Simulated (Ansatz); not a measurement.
An input meant for Sn(OMe)H3 (CH₆OSn) (charge 0, singlet; atoms displaced at random, 0.03 Å in each coordinate).

```yaml
crystal:
  periodic: [false, false, false]
  atoms:
    - {symbol: Sn, position_ang: [-0.313632, 0.567736, -1.230989]}
    - {symbol: O, position_ang: [-0.330864, 0.574733, 0.706870]}
    - {symbol: C, position_ang: [0.357717, -0.484180, 1.341043]}
    - {symbol: H, position_ang: [-0.147338, -1.506095, 1.092295]}
    - {symbol: H, position_ang: [0.258284, -0.398796, 2.394564]}
    - {symbol: H, position_ang: [1.439595, -0.501944, 1.039710]}
    - {symbol: H, position_ang: [1.268878, 0.621668, -1.807509]}
    - {symbol: H, position_ang: [-1.199866, 2.083513, -1.684798]}
    - {symbol: H, position_ang: [-1.175463, -0.830527, -1.765945]}
basis:
  gaussian: {orbitals: def2-SVP, fitting: {mean_field: def2-universal-jkfit}}
hamiltonian: {xc: {name: HF}}
correlation: {active_space: {window: {electrons: 3, orbitals: 2}}}
output: {forces: true}
```

```sh
$ ansatz run in.yaml --threads 4 --pin off --events-out ev --progress --plain --max-ram 3916MiB
```

It prints (some lines left out):

```
Functional definition: HF
  name "HF"
  cite "Fock, Z. Phys. 61, 126 (1930) doi:10.1007/BF01340294"
  parent pbe
  exchange = exact_x
  correlation = 0
478 factors; integrals over basis functions are off by at most 4.0e-1 eV
mean field evaluation 1: about -8961.9807 eV, gradient 3.2e1 eV
mean field evaluation 2: about -8963.5102 eV, gradient 2.1e1 eV
mean field evaluation 4: about -8964.3569 eV, gradient 4.7e-1 eV
mean field -8964.35786584 eV, -329.4340753095 hartree, gradient 1.3e-6 eV, S^2 0.000000; 0 other end points of the search recorded, 0 dependent functions left out
reference -8964.35786584 eV, -329.4340753095 hartree; 21, 21 occupied and 63, 63 virtual orbitals, 478 factors
Error: 3 electrons in 2 orbitals form no window around the highest filled level of the reference
```

Problem. Something in this input is off. What?

Solution. The active space doesn't fit the electrons. The run stopped with an error.
